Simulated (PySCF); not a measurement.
Members of one series of related molecules.

All values: B3LYP/def2-SVPD (PySCF) at GFN2-xTB geometries, gas phase, one conformer each. Core orbitals are frozen in the response; Δα² is half the sum of the squared differences of the principal polarisabilities.

Question: Rank by dipole moment, highest first.
A. `CC(F)(F)C#P` (C3H3F2P)
B. `C/C=C/C#P` (C4H5P)
C. `C#P` (CHP)
D. `P#Cc1ccoc1` (C5H3OP)
E. `P#Cc1cccnc1` (C6H4NP)
F. `C(C#P)C#C` (C4H3P)

Answer: A (2.39 D), B (2.17 D), E (1.95 D), D (1.34 D), F (0.99 D), C (0.33 D).

Question: Rank by polarisability anisotropy Δα, lowest first.
A. `C(#P)c1ccco1` (C5H3OP)
B. `C/C=C/C#P` (C4H5P)
C. `C#P` (CHP)
D. `c1ncccc1C#P` (C6H4NP)
E. `C#CCC#P` (C4H3P)
F. `CC(F)(F)C#P` (C3H3F2P)

Answer: C (2.71 Å³), F (5.06 Å³), E (6.25 Å³), B (12.15 Å³), A (15.05 Å³), D (15.81 Å³).

All values together:

| SMILES | change | formula | μ (D) | HOMO (eV) | LUMO (eV) | α (Å³) | Δα (Å³) | electrons | α per electron (Å³) |
| --- | --- | --- | --- | --- | --- | --- | --- | --- | --- |
| P#Cc1cccnc1 | parent | C6H4NP | 1.95 | -6.81 | -2.38 | 16.06 | 15.81 | 62 | 0.259 |
| C#P | 3-pyridyl replaced by H | CHP | 0.33 | -7.79 | -1.53 | 4.99 | 2.71 | 22 | 0.227 |
| C/C=C/C#P | 3-pyridyl replaced by propenyl | C4H5P | 2.17 | -6.42 | -1.91 | 12.23 | 12.15 | 44 | 0.278 |
| CC(F)(F)C#P | 3-pyridyl replaced by CF2CH3 | C3H3F2P | 2.39 | -8.13 | -2.22 | 9.21 | 5.06 | 54 | 0.171 |
| P#Cc1ccoc1 | 3-pyridyl replaced by 3-furyl | C5H3OP | 1.34 | -6.43 | -1.80 | 13.27 | 11.93 | 56 | 0.237 |
| C#CCC#P | 3-pyridyl replaced by propargyl | C4H3P | 0.99 | -7.36 | -1.39 | 10.27 | 6.25 | 42 | 0.244 |
| P#Cc1ccco1 | 3-pyridyl replaced by 2-furyl | C5H3OP | 2.13 | -6.19 | -2.04 | 14.23 | 15.05 | 56 | 0.254 |

Q: Give the shifts from the parent, `P#Cc1cccnc1`.

A: 
| SMILES | change in μ (D) | change in HOMO (eV) | change in LUMO (eV) | change in mean α (Å³) |
| --- | --- | --- | --- | --- |
| C#P | -1.62 | -0.98 | +0.85 | -11.07 |
| C/C=C/C#P | +0.22 | +0.39 | +0.47 | -3.83 |
| CC(F)(F)C#P | +0.44 | -1.32 | +0.16 | -6.85 |
| P#Cc1ccoc1 | -0.61 | +0.38 | +0.58 | -2.79 |
| C#CCC#P | -0.96 | -0.55 | +0.99 | -5.79 |
| P#Cc1ccco1 | +0.18 | +0.62 | +0.34 | -1.83 |

Q: How closely does the mean polarisability follow the number of electrons in this set?

A: The correlation coefficient is 0.88; α per electron runs from 0.171 to 0.278 Å³.
